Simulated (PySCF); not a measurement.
**Vertical excitation energies**

Species: C2H10FNSi2.
Structure used (GFN2-xTB), in Å, numbered top down from 1:
```
atom  x, y, z in Å
C1    -1.2976    1.3639    0.0465
C2    -0.4105    0.1529    0.3340
Si3   -1.3601   -1.5006    0.1325
N4     0.7618    0.1849   -0.5200
Si5    2.3789    0.0499   -0.0100
F6     3.2190    0.2374   -1.3703
H7    -0.7360    2.2867    0.1830
H8    -1.6569    1.3348   -0.9807
H9    -2.1571    1.3737    0.7126
H10   -0.0427    0.2353    1.3619
H11   -2.4687   -1.5321    1.0872
H12   -0.4338   -2.6046    0.3760
H13   -1.8721   -1.5668   -1.2390
H14    0.5378    0.1009   -1.4996
H15    2.7865   -1.2573    0.5009
H16    2.7442    1.1497    0.8736
```

Method used: TDDFT CAM-B3LYP/def2-SVPD, vertical, gas phase, core orbitals frozen in the response in PySCF 2.14.0, density-fitted response routines.

```
state  E (eV)  E (hartree)       f  main configurations (H = HOMO, L = LUMO)
   S1    5.55       0.2040  0.0068                                 H→L (90%)
   S2    6.14       0.2257  0.0029                   H→L+1 (78%), H→L+2 (9%)
   S3    6.99       0.2570  0.0018     H→L+4 (38%), H→L+3 (16%), H→L+2 (12%)
   S4    7.12       0.2618  0.0037     H→L+5 (28%), H→L+4 (25%), H→L+3 (16%)
   S5    7.28       0.2674   0.171                  H→L+2 (49%), H→L+3 (26%)
   S6    7.36       0.2704   0.024     H→L+5 (34%), H→L+4 (17%), H→L+7 (16%)
   S7    7.61       0.2795  0.0056     H→L+6 (39%), H→L+5 (18%), H→L+3 (16%)
   S8    7.66       0.2814   0.014     H→L+7 (55%), H→L+6 (17%), H→L+8 (10%)
```

Triplets (Tamm–Dancoff): T1 5.35 eV, H→L (88%); T2 5.95 eV, H→L+1 (73%), H→L+2 (11%), H→L+4 (8%); T3 6.71 eV, H→L+4 (32%), H→L+3 (18%), H→L+5 (14%).

The lowest singlet comes at 223 nm (535 kJ/mol) in the ultraviolet; it is weak; its leading configuration is HOMO→LUMO (90%). The strongest level in the table is S5 at 7.28 eV (170 nm, f = 0.171). Löwdin shares by element: HOMO nitrogen 48%, silicon 18%, carbon 14% or more (atoms not listed hold the other 21%); LUMO silicon 34%, hydrogen 18% or more (atoms not listed hold the other 49%). Of the 8 states listed, 3 reach f = 0.01 and none stays under 0.0005. The listed states span 2.11 eV, and the widest gap between neighbours is 0.85 eV (S2 to S3). Orbital energies (eV): HOMO-3 -11.23, HOMO-2 -11.17, HOMO-1 -10.53, HOMO -8.09, LUMO 0.80, LUMO+1 1.12, LUMO+2 1.52. No computed singlet lies in the visible range (380 to 750 nm); the lowest, at 223 nm, stands 2.29 eV above its violet end (3.26 eV). Only the lowest 8 singlets were computed, as vertical energies without vibronic structure.

One conformer stands for the species.
